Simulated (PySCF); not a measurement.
F$_{4}$Se, charge +1, doublet, at a GFN2-xTB geometry (a state made from the parent by changing its charge; the spin is typed, not shown lowest). Base run: B3LYP/STO-3G run with PySCF.

Input for PySCF:
```python
from pyscf import gto, scf, dft

mol = gto.M(
    atom='''
Se    0.001759    0.000731    0.275805
F     0.733330    1.013486   -0.796471
F     1.483986   -1.077010    0.261507
F    -0.743397   -1.017666   -0.781672
F    -1.480565    1.078430    0.274707
''',
    basis='sto-3g',
    charge=1,
    spin=1,
    verbose=4,
    symmetry=True,
)

mf = dft.UKS(mol)
mf.xc = 'b3lyp'
mf.kernel()
mf.analyze()
```

The base run was repeated with changes; each row names its change, and settings that it needs were set with it.

| change | ΔE vs base (mEh) | point group used | SCF cycles | outcome |
|---|---|---|---|---|
| base | 0.000 | C2v | 10 | converged |
| irrep_nelec = A1:(16, 15) A2:(2, 3) B1:(8, 8) B2:(9, 8) | 296.5 | C2v | 11 | converged |
| irrep_nelec = A1:(16, 15) A2:(4, 3) B1:(7, 8) B2:(8, 8) | - | - | - | input refused |
| irrep_nelec = A1:(16, 15) A2:(3, 3) B1:(7, 8) B2:(9, 8) | 303.5 | C2v | 11 | converged |
| irrep_nelec = A1:(15, 15) A2:(3, 3) B1:(9, 8) B2:(8, 8) | 220.6 | C2v | 16 | converged |
| symmetry_subgroup = C2 | 0.000 | C2 | 10 | converged |
| symmetry_subgroup = Cs | 0.000 | Cs | 11 | converged |
| symmetry = off | 0.000 | C1 | 11 | converged |

Open shells are given as the SCF converged; they aren't shown to be the lowest states, and a large step between rows can be another state.

- irrep_nelec = A1:(16, 15) A2:(4, 3) B1:(7, 8) B2:(8, 8): ended with `ValueError: More electrons than orbitals for irrep A2 nelec = 4 + 3, norb = 3`
